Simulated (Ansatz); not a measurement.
Method: frozen-core CCSD(T)/cc-pVTZ // B3LYP-D3(BJ)/def2-TZVP (Ansatz, a quantum-chemistry and plane-wave program). The geometry is that of the parent before the electron was removed.

Ansatz 0.2 input:
```yaml
crystal:
  periodic: [false, false, false]
  atoms:
    - { symbol: N, position_ang: [1.905156, -0.030482, 0.02571] }
    - { symbol: C, position_ang: [0.757181, 0.021289, 0.139706] }
    - { symbol: N, position_ang: [-0.566231, 0.118007, 0.319547] }
    - { symbol: H, position_ang: [-1.027352, -0.725663, 0.626835] }
    - { symbol: H, position_ang: [-1.06875, 0.616848, -0.399804] }
basis:
  gaussian: { orbitals: cc-pVTZ }
correlation:
  method: ccsd_t
total_charge: 1
magnetization:
  spin_polarized: true
  initial_magnetization: 1
```

Output:

```
Functional definition: HF
688 factors; integrals over basis functions are off by at most 1.2e-3 eV
mean field evaluation 1: about -4013.5772 eV, gradient 2.4e1 eV
mean field evaluation 2: about -4013.5814 eV, gradient 2.4e1 eV
mean field evaluation 4: about -4016.5850 eV, gradient 4.1e0 eV
mean field evaluation 8: about -4016.7961 eV, gradient 4.7e-1 eV
mean field evaluation 16: about -4016.8199 eV, gradient 5.6e-6 eV
mean field evaluation 32: about -4015.3822 eV, gradient 3.5e0 eV
mean field evaluation 64: about -4014.8131 eV, gradient 2.3e-2 eV
mean field evaluation 96: about -4011.8553 eV, gradient 2.1e1 eV
mean field evaluation 128: about -4014.9440 eV, gradient 1.2e0 eV
mean field -4016.81987148 eV, -147.6154075785 hartree, gradient 9.8e-6 eV, S^2 0.935921; 4 other end points of the search recorded, 0 dependent functions left out
determinant -4016.81987148 eV, -147.6154075785 hartree, with singles and doubles -4030.92110962 eV, -148.1336185220 hartree
determinant -4015.40872344 eV, -147.5635488447 hartree, with singles and doubles -4029.15842066 eV, -148.0688408977 hartree
determinant -4014.81312732 eV, -147.5416610908 hartree, with singles and doubles -4028.71608894 eV, -148.0525855068 hartree
3 core orbitals not correlated
reference -4016.81987148 eV, -147.6154075785 hartree; 8, 7 occupied and 107, 108 virtual orbitals, 688 factors
second order -13.15776444 eV of doubles, -0.00000000 eV of singles
cycle   1  -13.95657318 eV  change    -1.2e0 eV  update   2.3e-2
cycle   2  -14.00127226 eV  change   -4.5e-2 eV  update   5.2e-3
cycle   3  -13.99883203 eV  change    2.4e-3 eV  update   2.4e-3
cycle   4  -14.00307336 eV  change   -4.2e-3 eV  update   1.1e-3
cycle   5  -14.00460066 eV  change   -1.5e-3 eV  update   5.8e-4
cycle   6  -14.00534492 eV  change   -7.4e-4 eV  update   2.4e-4
cycle   7  -14.00561615 eV  change   -2.7e-4 eV  update   1.2e-4
cycle   8  -14.00564775 eV  change   -3.2e-5 eV  update   7.3e-5
cycle   9  -14.00559950 eV  change    4.8e-5 eV  update   3.9e-5
cycle  10  -14.00557780 eV  change    2.2e-5 eV  update   2.0e-5
cycle  11  -14.00557482 eV  change    3.0e-6 eV  update   8.7e-6
perturbative correction -0.67090175 eV, -0.0246551846 hartree
Total energy: -4031.49634805 eV, -148.1547581444 hartree
```

Cost: about 26 core-seconds (a rough figure).
